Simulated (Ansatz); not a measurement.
Start from `[F][Sn]([F])([Cl])[Br]` and change one atom or group to get `[F][Sn]([F])([Cl])[I]`.

Ansatz, PBE0-D4/def2-TZVP geometries, multiplicity 1. 

Elements past krypton have def2 core potentials. Scalar relativity is left out up to krypton.

```tsv
property	`[F][Sn]([F])([Cl])[Br]`
LUMO energy (PBE/def2-TZVPP) / eV	-4.22
HOMO–LUMO gap (ωB97M-V/def2-TZVPP) / eV	10.64
size of the dipole moment (PBE/def2-TZVPP) / D	1.76
HOMO energy (PBE0/def2-TZVPP) / eV	-9.67
size of the dipole moment (ωB97M-V/def2-TZVPP) / D	1.86
HOMO energy (ωB97M-V/def2-TZVPP) / eV	-11.90
```

Give the same properties after the change, and the shifts. (Estimate.)

The calculation gave: 
```csv
property,`[F][Sn]([F])([Cl])[I]`,shift
LUMO energy (PBE/def2-TZVPP) / eV,-4.23,-0.01
HOMO–LUMO gap (ωB97M-V/def2-TZVPP) / eV,9.62,-1.02
size of the dipole moment (PBE/def2-TZVPP) / D,2.55,0.79
HOMO energy (PBE0/def2-TZVPP) / eV,-8.88,0.79
size of the dipole moment (ωB97M-V/def2-TZVPP) / D,2.68,0.82
HOMO energy (ωB97M-V/def2-TZVPP) / eV,-11.02,0.88
```

With PBE0 the HOMO rises by 0.79 eV and the LUMO falls by 0.07 eV, so the gap narrows by about 0.86 eV. PBE moves the HOMO by 0.64 eV and ωB97M-V by 0.88 eV. Dipoles are sizes alone; their direction can turn.

Spin–orbit coupling is left out; it splits and shifts lone-pair levels of the heavy atoms by tenths of an eV.
